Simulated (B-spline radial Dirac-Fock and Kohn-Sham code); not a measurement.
# Subshell photoionisation cross sections of Os³⁺ against photon energy

System: osmium as Os³⁺, [Xe] 4f14 5d5.

These are calculated numbers from a B-spline atomic structure program; the model is a relativistic central-field model (Hartree-Slater potential of the initial state, Latter tail, multipole expansion of the photon field, Dirac-Fock thresholds). Values are in kb per electron; a dash marks an energy below the computed threshold.

| hν (eV) | 3d5/2 | 4p3/2 | 4d3/2 | 4d5/2 | 4f7/2 |
| --- | --- | --- | --- | --- | --- |
| 119 | – | – | – | – | 144 |
| 238 | – | – | – | – | 425 |
| 280 | – | – | – | – | 405 |
| 299 | – | – | – | – | 387 |
| 579 | – | 55.4 | 61.4 | 66.8 | 148 |
| 583 | – | 55.1 | 61.5 | 66.8 | 146 |
| 591 | – | 54.5 | 61.8 | 66.9 | 141 |
| 1230 | – | 25.1 | 34.2 | 33.6 | 21.2 |
| 1530 | – | 18.4 | 23.8 | 23.0 | 10.8 |
| 2250 | 74.9 | 9.91 | 11.0 | 10.4 | 3.00 |
| 2590 | 51.8 | 7.75 | 8.04 | 7.51 | 1.83 |
| 3720 | 18.9 | 3.91 | 3.31 | 3.03 | 0.483 |
| 10800 | 0.620 | 0.374 | 0.147 | 0.126 | 0.00627 |
| 14300 | 0.231 | 0.185 | 0.0580 | 0.0489 | 0.00182 |
| 14700 | 0.209 | 0.173 | 0.0528 | 0.0445 | 0.00160 |
| 75100 | 0.000391 | 0.00156 | 0.000131 | 9.51e-05 | 7.65e-07 |
| 76500 | 0.000363 | 0.00147 | 0.000122 | 8.84e-05 | 7.01e-07 |
| 112000 | 7.95e-05 | 0.000441 | 2.81e-05 | 1.96e-05 | 1.16e-07 |
| 156000 | 2.17e-05 | 0.000154 | 7.99e-06 | 5.40e-06 | 2.51e-08 |

At 156000 eV the multipoles beyond E1 give 68.3 % of 3d5/2, 46.0 % of 4p3/2, 66.4 % of 4d3/2, 68.1 % of 4d5/2, 81.2 % of 4f7/2.

Run: 5.8 s of CPU time on 1 thread of Neoverse-V1 (shared host), peak memory 0.45 GiB.
